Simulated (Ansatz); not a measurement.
Computed with Ansatz on PBE0-D4/def2-TZVP structures; ΔE is electronic, products minus reactants. CBS: MP2 limit from def2 TZ/QZ plus the TZ coupled-cluster correction, frozen cores. DFT in def2-TZVPP. B3LYP here is the variant with VWN-RPA as its local correlation; programs differ in this. For Ge outer-core shells are correlated without core-valence functions, which leaves a few kJ/mol of doubt a bond. Scalar relativity is left out up to krypton. Each species was taken in one conformer, which may not be the lowest.

Consider the formal exchange of groups at a C–O bond: `COC(N)(O)F` + `C[S][GeH]([F])[F]` → `C[S][Ge]([CH3])([F])[F]` + `NC(O)(O)F`.

`COC(N)(O)F`:

Z-matrix (Å, degrees):
```
C
O 1 1.419
H 1 1.092 2 110.7
H 1 1.092 2 110.8 3 -121.8
H 1 1.089 2 106.1 3 119.3
C 2 1.372 1 115.7 3 51.8
O 6 1.369 2 107.3 1 174.9
N 6 1.417 2 113.2 1 -60.5
F 6 1.385 2 108.9 1 57.3
H 7 0.964 6 107.6 2 -40.9
H 8 1.011 6 109.9 2 167.2
H 8 1.012 6 109.5 2 -72.8
```

`C[S][GeH]([F])[F]`:

Cartesian coordinates in Å:
```
C -1.493 -0.348 -0.324
S 0.081 -1.204 -0.651
Ge 1.400 0.217 0.339
F 1.214 1.776 -0.386
F 3.016 -0.268 -0.003
H -1.691 -0.264 0.744
H -2.267 -0.970 -0.773
H -1.509 0.634 -0.794
H 1.249 0.428 1.848
```

`C[S][Ge]([CH3])([F])[F]`:

```xyz
12

C    -1.701    1.283    0.296
S    -1.127    0.058    1.514
Ge    0.846   -0.330    0.655
C     1.002   -1.273   -1.016
F     1.736   -1.177    1.870
F     1.658    1.191    0.465
H    -1.833    0.840   -0.690
H    -1.019    2.130    0.244
H    -2.669    1.629    0.655
H     2.057   -1.338   -1.285
H     0.464   -0.737   -1.798
H     0.587   -2.275   -0.910
```

`NC(O)(O)F`:

Z-matrix (Å, degrees):
```
C
O 1 1.369
O 1 1.372 2 108.4
N 1 1.416 2 113.1 3 -124.6
F 1 1.384 2 108.5 3 117.9
H 2 0.964 1 108.0 3 -45.8
H 3 0.963 1 107.1 2 -175.2
H 4 1.012 1 109.5 2 53.6
H 4 1.012 1 110.1 2 -66.4
```

```csv
level,ΔE (kJ/mol),difference from CCSD(T)/CBS
PBE-D4,-95.1,5.0
r2SCAN-D4,-97.0,3.1
B3LYP-D4,-92.3,7.8
ωB97X-V,-91.8,8.3
ωB97M-V,-95.9,4.2
PBE,-94.2,5.9
r2SCAN,-96.7,3.4
PBE0,-96.8,3.3
B3LYP,-90.7,9.4
HF/def2-TZVPP,-87.1,13.0
MP2/def2-TZVPP,-104.9,-4.8
HF/def2-QZVPP,-85.9,14.2
MP2/def2-QZVPP,-105.5,-5.4
SCS-MP2/def2-QZVPP,-98.5,1.6
MP2/CBS(def2),-106.7,-6.6
CCSD/CBS(def2),-99.8,0.3
CCSD(T)/CBS,-100.1,0
```

Largest T1 diagnostic among the species: 0.012.

In def2-TZVPP, CCSD(T) changes the Hartree–Fock value by −11.2 kJ/mol (the triples alone add −0.3 kJ/mol) and MP2 by −17.8 kJ/mol.
